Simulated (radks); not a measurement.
Problem. Eu V, 59 electrons, occupied as [Kr] 4d10 4f7 5s2 5p4 (not the ground configuration). Method: Dirac Kohn-Sham, LDA (Slater exchange, Perdew-Wang correlation), spin-unpolarised, spherical densities, finite nucleus; open shells fill j = l - 1/2 first; Fermi nuclear charge, rms radius 5.1115 fm; computed with a radial shooting solver on a logarithmic mesh with Libxc functionals. Some entries of the table are withheld. Estimate them.

orbital  occ.  eigenvalue (eV)  r(max) (bohr)  <1/r> (bohr^-1)
1s1/2       2        -48309.57        0.01421            70.16
2s1/2       2        -7965.276        0.08079            16.71
2p1/2       2        -7562.717        0.06108            16.70
2p3/2       4        -6915.408        0.06681            14.82
3s1/2       2        -1783.916         0.2293            6.079
3p1/2       2        -1609.474         0.2163            5.999
3p3/2       4        -1477.565         0.2285            5.524
3d3/2       4        -1174.289         0.1816            5.403
3d5/2       6        -1145.549         0.1851            5.284
4s1/2       2        -386.6421         0.5280            2.539
4p1/2       2        -319.2742         0.5328            2.433
4p3/2       4        -290.0693         0.5591            2.270
4d3/2       4        -178.9133         0.5688              (1)
4d5/2       6        -173.6808         0.5775              (2)
5s1/2       2         -85.2395          1.223           0.9906
5p1/2       2         -66.2460          1.325           0.8880
5p3/2       2         -61.8826          1.396           0.8360
4f5/2       6         -44.1845         0.5896            1.467
4f7/2       1         -43.5344         0.5948            1.450
5d3/2       0         -35.9864          1.761           0.6304
5d5/2       0         -35.4829          1.787           0.6210
6s1/2       0         -30.8351          2.759           0.4481
6p1/2       0         -25.2665            (3)           0.4000
6p3/2       0         -24.2230            (4)           0.3842
5f5/2       0         -15.9665          3.245              (5)
5f7/2       0         -15.9188          3.261              (6)

Solution. 
(1) 4d3/2 <1/r> (bohr^-1): 2.050
(2) 4d5/2 <1/r> (bohr^-1): 2.009
(3) 6p1/2 r(max) (bohr): 3.097
(4) 6p3/2 r(max) (bohr): 3.228
(5) 5f5/2 <1/r> (bohr^-1): 0.3571
(6) 5f7/2 <1/r> (bohr^-1): 0.3566
